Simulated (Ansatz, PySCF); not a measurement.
System: sum formula SiHCl, net charge 0, singlet state. 
Coordinates optimised at B3LYP-D3(BJ)/def2-TZVP (Ansatz, an electronic-structure program):
SMILES: [SiH]Cl
```xyz
3

Si     0.7933    -0.2087     0.7471
H      1.8312    -0.4893    -0.3363
Cl    -0.7611     0.2007    -0.5955
```

Dipole moments at this geometry, in debye (magnitudes).

```tsv
level	program	dipole (D)
BLYP/def2-TZVPD	Ansatz	0.99
B3LYP/def2-TZVPD	PySCF	1.11
PBE0/def2-TZVPD	Ansatz	1.08
PW6B95/def2-TZVPD	PySCF	1.13
MN15/def2-TZVPD	PySCF	1.12
CCSD(T)/aug-cc-pV(D+d)Z	Ansatz	1.15
```
